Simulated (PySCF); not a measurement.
Isomers of C6H9F, one GFN2-xTB conformer each. Single-point energies are computed at PBE0/pcSseg-1 (PySCF, gas phase, no added dispersion term), electronic only.

| SMILES | GFN2-xTB relative energy (kcal/mol) |
| --- | --- |
| FCC1CC=CC1 | 3.6 |
| C=C(C)/C(F)=C/C | 22.4 |
| C/C=C\C=C\CF | 27.1 |
| FC[C@@H]1C=CCC1 | 4.4 |
| C#CC[C@H](F)CC | 34.4 |
| C=C/C=C/CCF | 29.3 |
| CCC1=C[C@@H](F)C1 | 22.9 |
| C=C=CC(C)(C)F | 34.3 |
| C[C@@H]1C=C(F)CC1 | 0.0 |

Conformers: `[F:1][CH2:2][CH:3]1[CH2:4][CH:5]=[CH:6][CH2:7]1` with F1–C2–C3–C4 65°, C2–C3–C4–C5 101°, C3–C4–C5–C6 11°, C5–C6–C7–C3 -12°, C2–C3–C7–C6 -101°; `[CH2:1]=[C:2]([CH3:3])/[C:4]([F:5])=[CH:6]/[CH3:7]` with C1–C2–C4–F5 0°; `[CH3:1]/[CH:2]=[CH:3]\[CH:4]=[CH:5]\[CH2:6][F:7]` with C2–C3–C4–C5 180°, C4–C5–C6–F7 0°; `[F:1][CH2:2][C@@H:3]1[CH:4]=[CH:5][CH2:6][CH2:7]1` with F1–C2–C3–C4 -71°, C2–C3–C4–C5 -131°, C4–C5–C6–C7 11°, C5–C6–C7–C3 -16°, C2–C3–C7–C6 137°; `[CH:1]#[C:2][CH2:3][C@H:4]([F:5])[CH2:6][CH3:7]` with C2–C3–C4–F5 -173°, C3–C4–C6–C7 -175°; `[CH2:1]=[CH:2]/[CH:3]=[CH:4]/[CH2:5][CH2:6][F:7]` with C1–C2–C3–C4 179°, C3–C4–C5–C6 -121°, C4–C5–C6–F7 -66°; `[CH3:1][CH2:2][C:3]1=[CH:4][C@@H:5]([F:6])[CH2:7]1` with C1–C2–C3–C4 -119°; `[CH2:1]=[C:2]=[CH:3][C:4]([CH3:5])([CH3:6])[F:7]` with C2–C3–C4–C5 19°; `[CH3:1][C@@H:2]1[CH:3]=[C:4]([F:5])[CH2:6][CH2:7]1` with C1–C2–C3–C4 -132°, C3–C4–C6–C7 11°, C4–C6–C7–C2 -16°, C1–C2–C7–C6 139°.

**Question.** What does PBE0/pcSseg-1 give for the same structures?

**Answer.** 
```tsv
SMILES	PBE0/pcSseg-1 E (Eh)	PBE0/pcSseg-1 (kcal/mol)	GFN2-xTB (kcal/mol)	point group
C[C@@H]1C=C(F)CC1	-333.46308	0.0	0.0	C1
FCC1CC=CC1	-333.45813	3.1	3.6	C1
FC[C@@H]1C=CCC1	-333.45710	3.8	4.4	C1
C=C(C)/C(F)=C/C	-333.44488	11.4	22.4	Cs
C/C=C\C=C\CF	-333.43554	17.3	27.1	Cs
C=C/C=C/CCF	-333.43309	18.8	29.3	C1
CCC1=C[C@@H](F)C1	-333.42886	21.5	22.9	C1
C=C=CC(C)(C)F	-333.42076	26.6	34.3	C1
C#CC[C@H](F)CC	-333.41094	32.7	34.4	C1
```

Both levels put the same isomer lowest; measured from each level's own lowest isomer, the values differ by up to 11.0 kcal/mol (C=C(C)/C(F)=C/C: 22.4 against 11.4). As drawn, the lowest has a C=C bond outside aromatic rings, which the highest lacks; the highest has a C≡C bond, which the lowest lacks. Neighbours under 2.5 kcal/mol apart (FCC1CC=CC1 and FC[C@@H]1C=CCC1; C/C=C\C=C\CF and C=C/C=C/CCF) can change places with a better method, another conformer or zero-point energy.

**Question.** Which frontier levels, dipoles and rotational constants go with these structures?

**Answer.** 
| SMILES | HOMO (eV, PBE0/pcSseg-1) | LUMO (eV) | dipole (D) | A, B, C (MHz) |
| --- | --- | --- | --- | --- |
| C[C@@H]1C=C(F)CC1 | -6.89 | 0.77 | 1.71 | 5265, 1935, 1524 |
| FCC1CC=CC1 | -7.11 | 0.54 | 1.73 | 5372, 1909, 1620 |
| FC[C@@H]1C=CCC1 | -7.13 | 0.47 | 2.01 | 6169, 1733, 1445 |
| C=C(C)/C(F)=C/C | -6.60 | -0.71 | 1.69 | 4512, 1888, 1354 |
| C/C=C\C=C\CF | -6.41 | -0.61 | 1.37 | 6215, 1112, 954.6 |
| C=C/C=C/CCF | -6.65 | -0.75 | 1.66 | 9155, 930.2, 885.5 |
| CCC1=C[C@@H](F)C1 | -7.38 | 0.16 | 2.34 | 6449, 1446, 1377 |
| C=C=CC(C)(C)F | -7.67 | 0.14 | 1.97 | 4575, 1615, 1595 |
| C#CC[C@H](F)CC | -7.97 | 1.01 | 1.28 | 4139, 1634, 1250 |
